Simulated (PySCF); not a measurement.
Compound: C₆H₁₀N₂Si.
Bonds: N1–Si2, Si2–N3, Si2–C4, C4–C5 (aromatic), C5–C6 (aromatic), C6–C7 (aromatic), C7–C8 (aromatic), C8–C9 (aromatic), C4–C9 (aromatic). Hydrogens: H10, H11 on N1; H12 on Si2; H13, H14 on N3; H15 on C5; H16 on C6; H17 on C7; H18 on C8; H19 on C9.

Probes without a nucleus sit at each ring's centroid and 1 Å off its mean plane on both sides; NICS is minus the shielding there, NICSzz its component along the normal. Level: GIAO PBE0/pcSseg-1 (PySCF, non-relativistic, gas phase) on the PBE0-D3(BJ)/def2-SVP geometry, one conformer.

Ring bond lengths (Å), with Mayer bond orders in brackets: C4–C5 1.402 (1.43), C5–C6 1.394 (1.44), C6–C7 1.394 (1.43), C7–C8 1.395 (1.42), C8–C9 1.394 (1.44), C9–C4 1.404 (1.41).

Problem. Give the NICS values of each ring in ppm.

Solution. 
```
             ring                                              type  NICS(0)  NICS(1), two faces  NICS(1)zz, two faces  rms pucker (Å)  centre to ring atoms, mean (Å)
C4–C5–C6–C7–C8–C9  6-membered carbocycle; formal bonds all aromatic     -8.1       -11.6 / -11.3         -28.9 / -28.6            0.00                            1.40
```

Problem. What can be read from them?

Solution. 
- C4–C5–C6–C7–C8–C9: mean NICS(1)zz -28.7 ppm, shielded. For a flat ring without four-coordinate atoms the NICS criterion counts such a value as aromatic.

Problem. How equal are the bonds by HOMA? HOMA = 1 − mean of α(R − Ropt)² over the ring bonds, with Krygowski's 1993 parameters (CC: Ropt 1.388 Å, α 257.7 Å⁻²).

Solution. 
- C4–C5–C6–C7–C8–C9: HOMA 0.97 = 1 − EN − GEO, with mean bond length 1.397 Å, EN = α(Ropt − mean)² = 0.023 and GEO = α × variance = 0.005. The geometric and the magnetic index point the same way.

Problem. What are the shieldings of the ring atoms and their hydrogens in the same run (means over atoms taken as equivalent)?

Solution. 
```tsv
atoms	environment	σ isotropic (ppm)	principal values of the symmetric part, first atom (ppm)
C4	substituted aromatic carbon	39.3	-49.8, -21.5, 189.2
C5 (×2)	aromatic CH carbon	44.9	-73.4, 32.5, 173.4
C6 (×2)	aromatic CH carbon	51.2	-61.5, 40.1, 175.1
C7	aromatic CH carbon	48.7	-62.8, 34.3, 174.7
H15 (×2)	aromatic hydrogen	23.46	20.0, 22.5, 28.4
H16 (×2)	aromatic hydrogen	23.82	20.5, 24.2, 26.8
H17	aromatic hydrogen	23.82	20.5, 24.4, 26.6
```

Problem. How do the values depend on the level or the medium?

Solution. 
| level | NICS(0), C4–C5–C6–C7–C8–C9 | mean NICS(1)zz, C4–C5–C6–C7–C8–C9 |
| --- | --- | --- |
| PBE0/pcSseg-1, gas | -8.1 | -28.7 |
| WP04/pcSseg-1, gas | -8.5 | -27.9 |
| PBE0/pcSseg-1, IEF-PCM chloroform | -8.0 | -28.8 |
| PBE0/pcSseg-1, IEF-PCM dimethylsulfoxide | -7.9 | -28.8 |

The geometry is the same throughout; the continuum's cavity takes Bondi-type radii × 1.2.

Conformer computed: `[NH2:1][SiH:2]([NH2:3])[c:4]1[cH:5][cH:6][cH:7][cH:8][cH:9]1`: N1–Si2–C4–C5 97°, H–N1–Si2–N3 -58°, H–N1–Si2–N3 159°, H–N3–Si2–N1 -50°, H–N3–Si2–N1 166°.
